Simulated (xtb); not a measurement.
C7H5N, charge +1, doublet, at a GFN2-xTB geometry (a state made from the parent by changing its charge; the spin is typed, not shown lowest); GFN0-xTB in xtb.

Here is a job for xtb.
```
$ xtb mol.xyz --gfn 0 --chrg 1 --uhf 1 --acc 0.1 --json

# file mol.xyz
13

N      3.09447207     0.54569994     0.08552880
C      1.97027113     0.34405098     0.09827211
C      0.58290560     0.10911407    -0.06534538
C     -0.29752988     1.20037873     0.01070762
C     -1.64940850     0.93943794     0.12467921
C     -2.09840019    -0.37517664     0.00812351
C     -1.22169602    -1.45682642    -0.06125818
C      0.13389680    -1.21669448    -0.17684443
H      0.07376209     2.21515404     0.03562928
H     -2.34191656     1.75993276     0.25167831
H     -3.15939126    -0.55266667    -0.14507906
H     -1.58608738    -2.47460941    -0.07689969
H      0.83209500    -2.03341530    -0.29403714
```

Task: Write the output that xtb gives for this input, abridged.

Result: 
```
   ID    Z sym.   atoms
    1    7 N      1
    2    6 C      2-8
    3    1 H      9-13

           -------------------------------------------------
          |                Calculation Setup                |
           -------------------------------------------------

           -------------------------------------------------
          |                 G F N 0 - x T B                 |
           -------------------------------------------------

          ...................................................
          :                      SETUP                      :
          :.................................................:
          :  # basis functions                  42          :
          :  # atomic orbitals                  42          :
          :  # shells                           26          :
          :  # electrons                        37          :
          :  electronic temp.          300.0000000     K    :
          :  accuracy                    0.1000000          :
          :  -> integral cutoff          0.3500000E+02      :
          :  -> integral neglect         0.1000000E-08      :
          ...................................................

         :::::::::::::::::::::::::::::::::::::::::::::::::::::
         ::                     SUMMARY                     ::
         :::::::::::::::::::::::::::::::::::::::::::::::::::::
         :: total energy             -18.637369825576 Eh    ::
         :: gradient norm              0.058158259884 Eh/a0 ::
         :: HOMO-LUMO gap              3.447650724741 eV    ::
         ::.................................................::
         :: H0 energy                -20.374798586884 Eh    ::
         :: repulsion energy           0.412383907849 Eh    ::
         :: electrostat energy         1.339736769905 Eh    ::
         :: -> Gsolv                   0.000000000000 Eh    ::
         ::    -> Gsasa                0.000000000000 Eh    ::
         ::    -> Gshift               0.000000000000 Eh    ::
         :: dispersion energy         -0.004280095414 Eh    ::
         :: short-range corr.         -0.010411821032 Eh    ::
         :: add. restraining           0.000000000000 Eh    ::
         :: total charge               1.000000000000 e     ::
         :::::::::::::::::::::::::::::::::::::::::::::::::::::

           -------------------------------------------------
          |                Property Printout                |
[...]
     2   6 C        1.914     0.475    21.602     7.497
     3   6 C        2.979     0.035    28.675     8.757
     4   6 C        2.923    -0.058    31.025     9.106
     5   6 C        2.915    -0.023    30.120     8.971
     6   6 C        2.922    -0.023    30.108     8.970
     7   6 C        2.915    -0.023    30.120     8.971
     8   6 C        2.923    -0.058    31.025     9.106
     9   1 H        0.926     0.222     0.992     1.558
    10   1 H        0.926     0.213     1.034     1.590
    11   1 H        0.925     0.210     1.051     1.603
    12   1 H        0.926     0.213     1.034     1.590
    13   1 H        0.926     0.222     0.992     1.558

 Mol. C6AA /au·bohr⁶  :       2313.944709
 Mol. C8AA /au·bohr⁸  :      60215.572948
 Mol. α(0) /au        :         77.203623

Wiberg/Mayer (AO) data.
largest (>0.10) Wiberg bond orders for each atom

 ---------------------------------------------------------------------------
     #   Z sym  total        # sym  WBO       # sym  WBO       # sym  WBO
 ---------------------------------------------------------------------------
     1   7 N    2.922 --     2 C    2.685
     2   6 C    3.840 --     1 N    2.685     3 C    1.083
     3   6 C    3.823 --     4 C    1.231     8 C    1.231     2 C    1.083
     4   6 C    3.965 --     5 C    1.540     3 C    1.231     9 H    0.968
     5   6 C    3.973 --     4 C    1.540     6 C    1.302    10 H    0.969
     6   6 C    3.830 --     5 C    1.302     7 C    1.302    11 H    0.966
     7   6 C    3.973 --     8 C    1.540     6 C    1.302    12 H    0.969
     8   6 C    3.965 --     7 C    1.540     3 C    1.231    13 H    0.968
     9   1 H    0.982 --     4 C    0.968
    10   1 H    0.983 --     5 C    0.969
    11   1 H    0.984 --     6 C    0.966
    12   1 H    0.983 --     7 C    0.969
    13   1 H    0.982 --     8 C    0.968
 ---------------------------------------------------------------------------

Topologies differ in total number of bonds
Writing topology from bond orders to xtbtopo.mol

 dipole moment from electron density (au)
     X       Y       Z
  -2.8925  -0.5119  -0.0570  total (Debye):    7.468

           -------------------------------------------------
          | TOTAL ENERGY              -18.637369825576 Eh   |
          | GRADIENT NORM               0.058158259884 Eh/α |
          | HOMO-LUMO GAP               3.447650724741 eV   |
           -------------------------------------------------

normal termination of xtb
```
